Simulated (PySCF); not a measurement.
CH5BFNO, SMILES NB(O)CF.

Geometry: PBE0-D3(BJ)/def2-SVP. This is a generated structure with no PubChem entry under its InChIKey; it may be hypothetical. One conformer was computed; it need not be the lowest.

Computed with r2SCAN/def2-TZVP (PySCF).

Computed frontier levels, gap, dipole moment and polarisability:
- highest occupied level = -6.83 eV
- lowest empty level = 0.59 eV
- orbital gap = 7.42 eV
- dipole moment = 2.63 D
- quadrupole, principal values (traceless, Buckingham form, about the centre of nuclear charge) = -4.75, -3.09, 7.84 D·Å
- mean static polarisability = 38.6 bohr³ (5.72 Å³)
- polarisability, principal values = 31.2, 40.5, 44.1 bohr³
